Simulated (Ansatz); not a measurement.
System: C₅H₁₂O, net charge 0, singlet state. 
Geometry from a B3LYP-D3(BJ)/def2-TZVP (Ansatz, a program for electronic structure) optimisation:
```xyz
18

C      2.5438    -0.0219    -0.3328
C      1.2136     0.7222    -0.3823
C      0.0052    -0.1732    -0.1172
C     -1.3175     0.5739    -0.2744
C     -2.5429    -0.3200    -0.1161
O      0.0968    -0.8038     1.1652
H      2.5860    -0.7948    -1.1039
H      2.6805    -0.5108     0.6318
H      3.3824     0.6574    -0.4950
H      1.0867     1.1967    -1.3600
H      1.2105     1.5358     0.3538
H      0.0242    -1.0106    -0.8224
H     -1.3469     1.3859     0.4628
H     -1.3302     1.0550    -1.2570
H     -2.5393    -0.8167     0.8542
H     -3.4657     0.2560    -0.2032
H     -2.5598    -1.0964    -0.8846
H      0.0850    -0.1129     1.8386
```

Basis-set convergence of Hartree-Fock and MP2 correlation energies (hartree) with Ansatz. Cores are frozen in the correlated levels unless marked. Spin-orbit coupling is left out. Non-relativistic.

```json
[
 {"basis": "cc-pVDZ", "functions": "144", "E(HF)": "-271.20940", "E(corr, MP2)": "-0.91327"},
 {"basis": "cc-pVTZ", "functions": "348", "E(HF)": "-271.28895", "E(corr, MP2)": "-1.12771"},
 {"basis": "cc-pVQZ", "functions": "690", "E(HF)": "-271.30731", "E(corr, MP2)": "-1.20112"}
]
```

Extrapolating the two largest sets (X = 3 and 4) as X^-3: E(corr) = (64·(-1.20112) - 27·(-1.12771))/37 = -1.2547 Eh, an estimate of the basis-set limit. The largest set recovers 95.7 % of it, the smallest 72.8 %.
